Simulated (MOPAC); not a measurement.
Input for MOPAC: AM1 on CH5BeN (SMILES [CH3][Be][NH2]), a point of a bond scan (R = 1.763 Å).

```
AM1 1SCF PRECISE CHARGE=0 THREADS=1
CH5BeN

Be    -0.05338971 1    -0.02644051 1     0.04849133 1
C      1.12094596 1     0.43700284 1    -1.06892021 1
H      2.03930215 1    -0.15003544 1    -0.97439473 1
H      1.40420627 1     1.48665163 1    -0.93499189 1
H      0.77510618 1     0.33497700 1    -2.10183487 1
N     -1.10234757 1    -0.43074027 1     1.05075998 1
H     -1.82797831 1    -2.03318060 1     1.17505569 1
H     -1.49730479 1     0.17375412 1     1.75367146 1
```

It printed:

```
*******************************************************************************
 **                                                                           **
 **                              MOPAC v23.2.5                                **
 **                                                                           **
 *******************************************************************************
 ** MOPAC's Digital Object Identifier: https://doi.org/10.5281/zenodo.6511958 **
 **                                                                           **
 ** Please cite the open-source release paper for use of this MOPAC version:  **
 ** J. E. Moussa and J. J. P. Stewart (2026)                                  **
 ** MOPAC: An open-source semiempirical molecular orbital program             **
 ** J. Open Source Softw., 11(119), 8025, https://doi.org/10.21105/joss.08025 **
 *******************************************************************************

                              AM1 CALCULATION RESULTS

 *******************************************************************************
 *  AM1        - The AM1 Hamiltonian to be used
 *
 *
 *
 *                 CHARGE ON SYSTEM = 0
 *
 *
 *
 *  PRECISE    - TIGHTER CRITERIA TO BE USED
 *  1SCF       - DO 1 SCF AND THEN STOP
 *  THREADS=1  - MULTI-THREADING NOT USED
 *  T=         - A TIME OF 172800.0 SECONDS REQUESTED
 *  DUMP=N     - RESTART FILE WRITTEN EVERY 7200.0 SECONDS REQUESTED
 *******************************************************************************
AM1 1SCF PRECISE CHARGE=0 THREADS=1
 CH5BeN

   ATOM   CHEMICAL          X               Y               Z
  NUMBER   SYMBOL      (ANGSTROMS)     (ANGSTROMS)     (ANGSTROMS)

     1      Be         -0.05338971  *  -0.02644051  *   0.04849133  *
     2       C          1.12094596  *   0.43700284  *  -1.06892021  *
     3       H          2.03930215  *  -0.15003544  *  -0.97439473  *
     4       H          1.40420627  *   1.48665163  *  -0.93499189  *
     5       H          0.77510618  *   0.33497700  *  -2.10183487  *
     6       N         -1.10234757  *  -0.43074027  *   1.05075998  *
     7       H         -1.82797831  *  -2.03318060  *   1.17505569  *
     8       H         -1.49730479  *   0.17375412  *   1.75367146  *



          CARTESIAN COORDINATES

    NO.       ATOM           X           Y           Z

     1        Be         -0.0534     -0.0264      0.0485
     2         C          1.1209      0.4370     -1.0689
     3         H          2.0393     -0.1500     -0.9744
     4         H          1.4042      1.4867     -0.9350
     5         H          0.7751      0.3350     -2.1018
     6         N         -1.1023     -0.4307      1.0508
     7         H         -1.8280     -2.0332      1.1751
     8         H         -1.4973      0.1738      1.7537

  H: (AM1): M.J.S. DEWAR ET AL, J. AM. CHEM. SOC. 107 3902-3909 (1985)
 Be: (AM1): J. J. P. STEWART, J. MOL. MOD., 10, 155-164 (2004)
  C: (AM1): M.J.S. DEWAR ET AL, J. AM. CHEM. SOC. 107 3902-3909 (1985)
  N: (AM1): M.J.S. DEWAR ET AL, J. AM. CHEM. SOC. 107 3902-3909 (1985)

           Empirical Formula: C H5 N Be  =     8 atoms



      MOLECULAR POINT GROUP   :   Cs


      RHF CALCULATION, NO. OF DOUBLY OCCUPIED LEVELS = 8


 -------------------------------------------------------------------------------
 AM1 1SCF PRECISE CHARGE=0 THREADS=1
 CH5BeN



     1SCF WAS SPECIFIED, SO BFGS WAS NOT USED
     SCF FIELD WAS ACHIEVED


                              AM1 CALCULATION
                                                       MOPAC v23.2.5 Linux




          FINAL HEAT OF FORMATION =         92.26191 KCAL/MOL =     386.02381 KJ/MOL


          COSMO AREA              =        100.41 SQUARE ANGSTROMS
          COSMO VOLUME            =         81.12 CUBIC ANGSTROMS

          IONIZATION POTENTIAL    =          9.547732 EV
          HOMO LUMO ENERGIES (EV) =         -9.548 -0.095
          NO. OF FILLED LEVELS    =          8
          MOLECULAR WEIGHT        =         40.0694         POINT GROUP:  Cs

          MOLECULAR DIMENSIONS (Angstroms)

            Atom       Atom       Distance
            H     7    H     4     5.22384
            H     8    H     5     3.25847
            H     3    H     8     1.69635


          SCF CALCULATIONS        =          1





   ATOM   CHEMICAL          X               Y               Z
  NUMBER   SYMBOL      (ANGSTROMS)     (ANGSTROMS)     (ANGSTROMS)

     1      Be         -0.05338971  *  -0.02644051  *   0.04849133  *
     2       C          1.12094596  *   0.43700284  *  -1.06892021  *
     3       H          2.03930215  *  -0.15003544  *  -0.97439473  *
     4       H          1.40420627  *   1.48665163  *  -0.93499189  *
     5       H          0.77510618  *   0.33497700  *  -2.10183487  *
     6       N         -1.10234757  *  -0.43074027  *   1.05075998  *
     7       H         -1.82797831  *  -2.03318060  *   1.17505569  *
     8       H         -1.49730479  *   0.17375412  *   1.75367146  *

                             CARTESIAN COORDINATES

   1   Be       -0.053389710    -0.026440510     0.048491330
   2    C        1.120945960     0.437002840    -1.068920210
   3    H        2.039302150    -0.150035440    -0.974394730
   4    H        1.404206270     1.486651630    -0.934991890
   5    H        0.775106180     0.334977000    -2.101834870
   6    N       -1.102347570    -0.430740270     1.050759980
   7    H       -1.827978310    -2.033180600     1.175055690
   8    H       -1.497304790     0.173754120     1.753671460


           Empirical Formula: C H5 N Be  =     8 atoms



      MOLECULAR POINT GROUP   :   Cs


                  EIGENVALUES
 -29.67762 -28.74442 -14.00917 -12.84666 -12.67447 -10.61240  -9.90120  -9.54773
  -0.09510   2.48738   3.04295   3.74711   4.50665   5.41783   5.43280   6.13279
   6.56000


              NET ATOMIC CHARGES AND DIPOLE CONTRIBUTIONS

  ATOM NO.   TYPE          CHARGE      No. of ELECS.   s-Pop       p-Pop
    1         Be           0.543152        1.4568     0.58500     0.87185
    2          C          -0.492395        4.4924     1.18685     3.30555
    3          H           0.078876        0.9211     0.92112
    4          H           0.076044        0.9240     0.92396
    5          H           0.078876        0.9211     0.92112
    6          N          -0.595037        5.5950     1.56147     4.03357
    7          H           0.166979        0.8330     0.83302
    8          H           0.143505        0.8565     0.85650
 DIPOLE           X         Y         Z       TOTAL
 POINT-CHG.    -0.559    -0.769     0.296     0.996
 HYBRID        -0.785    -0.052     0.858     1.164
 SUM           -1.344    -0.822     1.154     1.953


          ATOMIC ORBITAL ELECTRON POPULATIONS

     Atom    s        px        py        pz
    1 Be   0.58500   0.37748   0.15569   0.33868
    2  C   1.18685   1.14537   1.02991   1.13027
    3  H   0.92112
    4  H   0.92396
    5  H   0.92112
    6  N   1.56147   1.50167   1.09872   1.43318
    7  H   0.83302
    8  H   0.85650

 **********************
 *                    *
 * JOB ENDED NORMALLY *
 *                    *
 **********************




 == MOPAC DONE ==
```

The run finished.

Cost: roughly 0.04 core-seconds.
